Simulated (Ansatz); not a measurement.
(1) Predict a relaxed structure of Hf₂B₂ (the lowest singlet isomer of a short search), charge 0, singlet, at r2SCAN-D4/def2-TZVP (Ansatz).

Answers

(1) 
```xyz
4

Hf   -1.1570   -0.4599   -0.8708
Hf    0.5745    1.3437   -0.4159
B    -0.2270   -0.0683    1.1346
B     0.8095   -0.8156    0.1521
```
Point group C2v (tolerance 0.1 Å). This is one stationary point.

In the def2 sets Hf takes a core potential; there is no spin–orbit coupling. The restricted singlet is unstable: a solution with broken spin symmetry lies lower. The relaxation made no stability test and no search for a lower SCF solution. At r2SCAN-D4/def2-TZVP a triplet of charge 0 lies 0.13 eV below the restricted singlet, each at its own geometry. The structure comes from a short search, and lower isomers may exist.
